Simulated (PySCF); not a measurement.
Level of theory: B3LYP-D3(BJ)/def2-TZVP run with PySCF. All species are isolated molecules in the gas phase. One relaxed conformer stands for a flexible species; it need not be the lowest. B3LYP has the VWN-RPA correlation part, as in Gaussian. Excitations are Tamm–Dancoff values on a coarser integration grid. The basis has no diffuse functions, so Rydberg states are missing or too high.

Reference species (SMILES): `B[SiH2]C` (H–B–Si–C torsion 94°) (neutral, multiplicity 1).

- HOMO: -7.89 eV
- T1 excitation (TDA): 3.19 eV
- brightest of the four lowest singlets (TDA): 5.67 eV

Changed species: `BC[SiH3]` (H–B–C–Si torsion 88°).

Give the shifts of the HOMO, T1 excitation (TDA) and brightest of the four lowest singlets (TDA).

the HOMO falls by 0.94 eV, to -8.83 eV; the T1 excitation (TDA) increases by 2.09 eV, to 5.28 eV; the brightest of the four lowest singlets (TDA) rises by 0.47 eV, to 6.14 eV.
